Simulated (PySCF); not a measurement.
These 6 structures share the formula C4H5FN2. Theory: PySCF, PBE0-D3(BJ)/def2-SVP geometry optimisation, gas phase. One conformer each; no zero-point energy, no entropy. No frequencies were run at this level. Point groups hold within 0.08 Å.

Problem. Rank from lowest to highest electronic energy at this level (kcal/mol).
A. `Cn1nccc1F`
B. `[CH3:1]/[N:2]=[CH:3]\[C@H:4]([F:5])[C:6]#[N:7]` with N2–C3–C4–F5 -168°
C. `CC1=CN=C(F)N1`
D. `Cn1cc(F)cn1`
E. `Cn1ccnc1F`
F. `CN1C=CC(F)=N1`

Solution. C (0.0), E (6.8), F (16.9), A (19.8), D (22.9), B (50.2).

As drawn, the lowest has an aromatic ring and an N–H bond, which the highest lacks; the highest has a C≡N group and a C=N bond, which the lowest lacks.

```csv
SMILES,E (Eh),E rel (kcal/mol),dipole (D),point group,"A, B, C (MHz)"
Cc1cnc(F)[nH]1,-364.12104,0.0,4.29,Cs,"7062, 2070, 1617"
Cn1ccnc1F,-364.11017,6.8,4.21,near Cs,"4080, 3422, 1884"
Cn1ccc(F)n1,-364.09412,16.9,3.78,near Cs,"6860, 2170, 1666"
Cn1nccc1F,-364.08951,19.8,1.32,near Cs,"4041, 3412, 1872"
Cn1cc(F)cn1,-364.08458,22.9,2.70,Cs,"7476, 2030, 1613"
C/N=C\[C@H](F)C#N,-364.04100,50.2,2.72,C1,"3593, 2159, 1487"
```

Problem. How do the relative energies change in single points at wB97X-D/def2-SVPD (no added dispersion term) on the same geometries?

Solution. 
| SMILES | PBE0-D3(BJ)/def2-SVP (kcal/mol) | wB97X-D/def2-SVPD (kcal/mol) | shift |
| --- | --- | --- | --- |
| Cc1cnc(F)[nH]1 | 0.0 | 0.0 | 0.0 |
| Cn1ccnc1F | 6.8 | 7.2 | +0.4 |
| Cn1ccc(F)n1 | 16.9 | 17.4 | +0.5 |
| Cn1nccc1F | 19.8 | 21.0 | +1.2 |
| Cn1cc(F)cn1 | 22.9 | 23.3 | +0.4 |
| C/N=C\[C@H](F)C#N | 50.2 | 45.3 | -4.9 |

Each column counts from its own lowest isomer. The order is unchanged; the largest shift is 4.9 kcal/mol.

Problem. As an exercise, what shares would exp(−E/RT) give at 2000 K from these electronic energies alone (no entropy, no degeneracies)?

Solution. RT = 3.974 kcal/mol: Cc1cnc(F)[nH]1 83.0 %, Cn1ccnc1F 14.9 %, Cn1ccc(F)n1 1.2 %, Cn1nccc1F 0.6 %, Cn1cc(F)cn1 0.3 %, C/N=C\[C@H](F)C#N under 0.1 %.
